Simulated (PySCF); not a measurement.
Compound: C5H14Si3.
Structure used (PBE0-D3(BJ)/def2-SVP), in Å, numbered top down from 1:
```xyz
22
C5H14Si3 angstrom
C     -3.1519   -0.2834   -0.7116
C     -1.8161   -0.2573   -0.7544
C     -0.9083    0.2154    0.3346
Si     0.2528   -1.1705    0.9190
C      1.4076   -1.6557   -0.4883
Si     2.4109   -0.2089   -1.1629
C      1.2630    1.2135   -1.6248
Si     0.1073    1.7209   -0.2264
H     -3.7030    0.0558    0.1715
H     -3.7389   -0.6452   -1.5592
H     -1.3289   -0.6128   -1.6733
H     -1.5023    0.5346    1.2104
H     -0.5537   -2.3441    1.3796
H      1.0632   -0.6663    2.0733
H      0.8102   -2.0969   -1.3054
H      2.0978   -2.4430   -0.1405
H      3.3607    0.2577   -0.1031
H      3.2195   -0.6377   -2.3491
H      0.6577    0.9205   -2.5005
H      1.8681    2.0828   -1.9340
H      0.9183    2.2152    0.9321
H     -0.8164    2.8154   -0.6607
```

All values: PBE0/pcSseg-1 (PySCF, non-relativistic), on one gas-phase PBE0-D3(BJ)/def2-SVP geometry that isn't relaxed in the solvent. The solvent is an IEF-PCM continuum (Bondi radii, 1.10 Å for H, scaled by 1.2). Only the electrostatic response of the medium enters.

Gas phase at PBE0/pcSseg-1: HOMO -7.00 eV, LUMO -0.12 eV, dipole 0.73 D.

**Question.** What does the continuum do to the energy, the frontier levels and the dipole at PBE0/pcSseg-1 in tetrahydrofuran and methanol?

**Answer.** 
| solvent | ε | E(solvent) − E(gas) (kcal/mol) | polarisation term (kcal/mol) | distortion of the solute (kcal/mol) | HOMO (eV) | LUMO (eV) | dipole (D) |
| --- | --- | --- | --- | --- | --- | --- | --- |
| tetrahydrofuran | 7.426 | -2.22 | -2.44 | 0.22 | -6.93 | -0.03 | 1.00 |
| methanol | 32.61 | -2.73 | -3.07 | 0.34 | -6.94 | -0.03 | 1.09 |

Polarisation term: ½ Σ q·V over the induced surface charges. Distortion: the rise of the solute's own energy as its density leaves the gas-phase optimum. From tetrahydrofuran to methanol the lowering changes by a factor 1.23, Onsager's factor (ε − 1)/(2ε + 1) by 1.18 and ε itself by 4.4.

**Question.** Give the dipole vector in the frame of the coordinates (D, pointing from negative to positive charge), gas and methanol.

**Answer.** Gas (-0.14, -0.27, -0.66), solvent (-0.11, -0.40, -1.00). Its length changes by +49 % and its direction by 6°.

**Question.** Which Hirshfeld charges (PBE0/pcSseg-1) respond most in methanol (means over atoms taken as equivalent)?

**Answer.** 
| atoms | environment | gas (e) | solvent (e) | change |
| --- | --- | --- | --- | --- |
| C1 | terminal =CH2 carbon | -0.112 | -0.124 | -0.012 |
| H11 | vinylic hydrogen | +0.041 | +0.049 | +0.008 |
| H15/H19 | methylene hydrogen | +0.042 | +0.049 | +0.007 |
| H17 | Si–H hydrogen | -0.083 | -0.090 | -0.007 |
| H13/H22 | Si–H hydrogen | -0.083 | -0.088 | -0.005 |
| H12 | methine hydrogen | +0.045 | +0.050 | +0.005 |
| H14/H21 | Si–H hydrogen | -0.081 | -0.085 | -0.004 |
| H16/H20 | methylene hydrogen | +0.047 | +0.050 | +0.003 |
